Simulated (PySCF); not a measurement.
Bonds: Si1-C2, Si1-O3, Si1-O9, Si1-O13, O3-Si4, Si4-C5, Si4-O6, Si4-O14, O6-Si7, Si7-C8, Si7-O9, Si7-O10, O10-Si11, Si11-C12, Si11-O13, Si11-O14. C2 carries H15, H16, H17; C5 carries H18, H19, H20; C8 carries H21, H22, H23; C12 carries H24, H25, H26.

Geometry: PBE0-D3(BJ)/def2-SVP; GIAO shifts from PySCF 2.14, gas phase, non-relativistic, averaged over equivalent atoms.

At PBE0/pcSseg-1 (326 basis functions):
| atoms | δ (ppm) |
| --- | --- |
| Si1/Si4/Si7/Si11 | -27.9 |
| C2/C5/C8/C12 | -4.8 |
| O3/O6/O9/O10/O13/O14 | 144.8 |
| H15/H16/H17/H18/H19/H20/H21/H22/H23/H24/H25/H26 | 0.31 |

Chemical shifts δ = σref − σ; ²⁹Si (351.99 ppm), ¹³C (184.41 ppm), ¹H (31.27 ppm) against TMS; ¹⁷O (334.56 ppm) vs H2O, all at this level.

Question: Estimate the result of repeating the calculation with wB97X-D/pcSseg-1.

Answer: 
| atoms | δ at wB97X-D/pcSseg-1 | change |
| --- | --- | --- |
| Si1/Si4/Si7/Si11 | -26.5 | +1.4 |
| C2/C5/C8/C12 | -4.6 | +0.2 |
| O3/O6/O9/O10/O13/O14 | 137.3 | -7.5 |
| H15/H16/H17/H18/H19/H20/H21/H22/H23/H24/H25/H26 | 0.32 | +0.01 |

Chemical shifts δ = σref − σ; TMS for ²⁹Si (352.93 ppm), ¹³C (184.54 ppm), ¹H (31.38 ppm); H2O for ¹⁷O (333.19 ppm), all at this level.

The largest change is at O3/O6/O9/O10/O13/O14 (oxygen bonded to 2 Si). Cost: 326 basis functions.

Experimental scales use liquid or dissolved standards, which lie at an offset from isolated H2O (liquid H2O: subtract about 36 ppm).
